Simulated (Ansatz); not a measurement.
Isolated molecules relaxed with PBE0-D4/def2-TZVP in Ansatz; ΔE leaves out vibrations. CCSD(T)/CBS adds triple-zeta CCSD(T) − MP2 to the extrapolated MP2 energy (def2 sets, frozen cores). DFT in def2-TZVPP. B3LYP here is the variant with VWN-RPA as its local correlation; programs differ in this. One conformer a species, not always the lowest.

Consider the isomerisation: `CB(S)C[SiH3]` → `CB[SiH2]SC`.

CCSD(T)/CBS gives +1.31 eV.

(1) Another level gave +1.28 eV. Which?
A. B3LYP-D4/def2-TZVPP
B. MP2/def2-TZVPP
C. HF/def2-TZVPP
D. ωB97M-V/def2-TZVPP

Largest T1 diagnostic among the species: 0.012.

## Answers

(1) A. B3LYP-D4 1.28, ωB97M-V 1.34, HF/def2-TZVPP 1.20, MP2/def2-TZVPP 1.42 eV.

In def2-TZVPP, CCSD(T) changes the Hartree–Fock value by +0.16 eV (the triples alone add +0.02 eV) and MP2 by +0.22 eV. The D4 term adds +0.04 eV with B3LYP and +0.02 eV with PBE0; it sums over pairs of atoms, weighted by their polarisabilities, and B3LYP, whose exchange is more repulsive, gets the larger term.
